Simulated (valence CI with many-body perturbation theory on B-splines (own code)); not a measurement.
The numbers below are computed, except where a source is named.
# Pm XXIII: magnetic and hyperfine properties of the levels

Method: configuration interaction combined with many-body perturbation theory (CI+MBPT): three valence electrons over a frozen Dirac-Fock core [Kr], a basis of 7 s, 7 p, 8 d, 6 f, 4 g, 1 h functions for each j, with the one-electron correlation potential Σ1, the two-electron term Σ2, the three-electron term Σ3, Breit, model QED; selected CI, second order for the rest, scaled by the run's own slope (own B-spline code, finite nucleus).

No measured spectrum was set against this ion. As an estimate, terms of the open shell hold to 2 to 4 % of their energy, and close levels can change places. The list stops below the first excitations out of the core.

A/g_I is the dipole constant over the nuclear g factor μ/I (μ in nuclear magnetons, uniformly magnetised nucleus), B/Q the quadrupole constant per barn. Both hold the static response of the core; the bare values leave it out. Large factors of s and p1/2 electrons are usually good to 5 to 10 %; those of open d and f shells near neutrality can be off by tens of per cent, and small factors of p3/2, d and f electrons come from cancelling terms and can be off by a factor of two or in sign, in half-filled shells by more. B is blank for J = 1/2, where it vanishes, and for nearly pure S terms. Energies count from the lowest level.

Levels are named by their leading jj configuration (3d3/2^4 stands for four electrons in 3d with j = 3/2), which in mixed levels can hold well under half, so a name can repeat and another be missing. Letters in brackets count levels of one name in rising energy.

```
                    Level  E (cm⁻¹)      g  A/g_I (MHz)  A/g_I bare  B/Q (MHz/b)  B/Q bare
          (4d3/2^3) J=3/2       0.0  0.565        11100       10300        -4800     -4580
(4d3/2^2 4d5/2) J=5/2 [a]     31409  1.042         5990        5900        -2930     -2810
    (4d3/2^2 4d5/2) J=7/2     48751  1.131         5740        5770         -320      -323
    (4d3/2^2 4d5/2) J=3/2     49492  1.316         4490        4770        -2850     -2720
    (4d3/2^2 4d5/2) J=9/2     55057  1.119         6280        6280         4550      4310
    (4d3/2^2 4d5/2) J=1/2     58024  2.010        -5940       -4650                       
(4d3/2 4d5/2^2) J=7/2 [a]     86860  1.014         5770        5640         1890      1810
(4d3/2^2 4d5/2) J=5/2 [b]     88337  1.501         1790        2330         6800      6460
    (4d3/2 4d5/2^2) J=9/2     91910  1.122         5180        5200         3820      3620
(4d3/2 4d5/2^2) J=3/2 [a]    103380  1.162         5460        5520        -6540     -6220
    (4d3/2 4d5/2^2) J=1/2    108800  1.322        -1420       -1060                       
   (4d3/2 4d5/2^2) J=11/2    113990  1.089         5730        5710        14100     13400
(4d3/2 4d5/2^2) J=5/2 [a]    121820  1.177         4210        4320         3600      3420
(4d3/2 4d5/2^2) J=5/2 [b]    128560  1.000         5350        5220         3710      3530
(4d3/2 4d5/2^2) J=7/2 [b]    134810  1.119         5740        5750         3260      3120
          (4d5/2^3) J=9/2    142940  1.107         4430        4440         3090      2950
          (4d5/2^3) J=3/2    152470  1.175         5470        5560         2340      2220
(4d3/2 4d5/2^2) J=3/2 [b]    190350  0.838         8540        8160         7010      6670
          (4d5/2^3) J=5/2    201350  1.158         4280        4360         3340      3180
```

**Question.** Take the isotope of mass number 147, with I = 7/2, μ = 2.58 μN and Q = 0.74 b. What is the hyperfine structure of (4d3/2^2 4d5/2) J=3/2?

**Answer.** From the table A = 3310 MHz, B = -2110 MHz. Shifts from the centre of gravity in MHz: F = 2: -23500, F = 3: -12000, F = 4: 1810, F = 5: 16800.
